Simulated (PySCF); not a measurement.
# Vanadium: highly charged ions in a basis for the neutral atom

V⁹⁺ [Ne] 3s2 3p2, V¹⁰⁺ [Ne] 3s2 3p1. Calculation: PySCF 2.14, in cc-pVDZ; no relativity, point nucleus. No spin-orbit coupling, so a gap to NIST mixes the basis error with missing relativistic terms.

Changed run: basis of the neutral atom used for a highly charged ion. This setting is unsound on purpose.

```csv
species,method,sound run (hartree),changed run (hartree),converged
V⁹⁺,UHF,not run,-912.62568,yes
V⁹⁺,LDA,not run,-910.96836,yes
V⁹⁺,PBE,not run,-912.94518,yes
V¹⁰⁺,UHF,not run,-904.32508,yes
V¹⁰⁺,LDA,not run,-902.63192,yes
V¹⁰⁺,PBE,not run,-904.60963,yes
```

Ionisation energy of V⁹⁺:

| method | changed run (eV) | NIST (eV) |
| --- | --- | --- |
| UHF | 225.87 | 230.5 ± 0.5 |
| LDA | 226.85 | 230.5 ± 0.5 |
| PBE | 226.82 | 230.5 ± 0.5 |

The contracted functions were made for the neutral atom and can be too rigid for a highly charged ion.
